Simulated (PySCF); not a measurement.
BF2I, SMILES FB(I)F. Geometry optimised at PBE0-D3(BJ)/def2-SVP. The def2 effective core potentials stand for the cores of I; spin–orbit coupling is left out.

These are PBE0-D3(BJ)/def2-SVP run with PySCF values and carry that method's errors.

Harmonic wavenumbers (cm⁻¹): 262, 310, 534, 611, 1215, 1478. Rotational constants (GHz): 10.44, 2.028, 1.698; symmetry number 2.

Q: Work out the zero-point energy and the ideal-gas rigid-rotor harmonic-oscillator thermochemistry at 298.15 K and 1 atm.

A: ZPE = ½ Σ hcν = ½ × 4409 cm⁻¹ = 6.30 kcal/mol. H − E(el) = 9.46 kcal/mol. Entropy in cal/(mol K): translation 41.40, rotation 25.22, vibration 4.07, total 70.69. G − E(el) = -11.62 kcal/mol. Cp = 13.81 cal/(mol K).
